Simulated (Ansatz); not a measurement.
Cu₃H⁺. Charge 1, multiplicity 2. Geometry PBE-D4/def2-TZVP, that of the neutral singlet; atoms count from 1.

```xyz
4

Cu   -0.5115   -0.1655    0.4665
Cu    1.4201    0.9258   -0.4437
Cu    0.4083   -0.6392   -1.7815
H    -1.3170   -0.1210    1.7586
```

The structure comes from a short search, and lower isomers may exist.

Estimate the Mulliken populations from the PBE0/def2-TZVP orbitals of Ansatz.


```
atom  charge (e)  spin (α − β)  d electrons
 Cu1        0.01          0.42         9.71
 Cu2        0.35          0.06         9.90
 Cu3        0.38          0.13         9.91
  H4        0.25          0.39            –
```
Mulliken values and Mayer orders depend strongly on the basis.

Where does the spin sit?

Summed by element: Cu 0.61, H 0.39, of 1 unpaired in all. Largest on single atoms: Cu1 0.42, H4 0.39, Cu3 0.13.

And the Mayer bond orders between bonded heavy atoms (over 0.3)?

Cu1–Cu2 0.56 (2.40 Å); Cu1–Cu3 0.46 (2.47 Å); Cu2–Cu3 0.58 (2.29 Å).
